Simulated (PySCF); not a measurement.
# Interval between two levels of O³⁺ by level of theory

O³⁺ [He] 2s2 2p1 [2P3/2, M_J = 3/2] → O³⁺ [He] 2s1 2p2 [4P5/2, M_J = 5/2], as a difference of total energies. Computed with PySCF 2.14 in x2c-TZVPall-2c with one added diffuse shell each of s, p, d type (6s4p3d1f, 40 functions), with the two-component X2C-1e Hamiltonian. Correlated levels: 1s2 frozen. "Screened" scales the spin-orbit matrix elements by Boettger's factors to mimic the two-electron term; Breit and QED terms are absent.

```csv
method,interval between two levels (cm⁻¹)
GHF (spin-free),53987
GMP2 (spin-free),64926
GHF (screened spin-orbit),53984
GMP2 (screened spin-orbit),64925
```

The labels give the starting determinants; with spin-orbit coupling the two ends relaxed to ⟨J²⟩ = 3.75, ⟨L²⟩ = 2.00, ⟨S²⟩ = 0.75 and ⟨J²⟩ = 8.75, ⟨L²⟩ = 2.00, ⟨S²⟩ = 3.75.
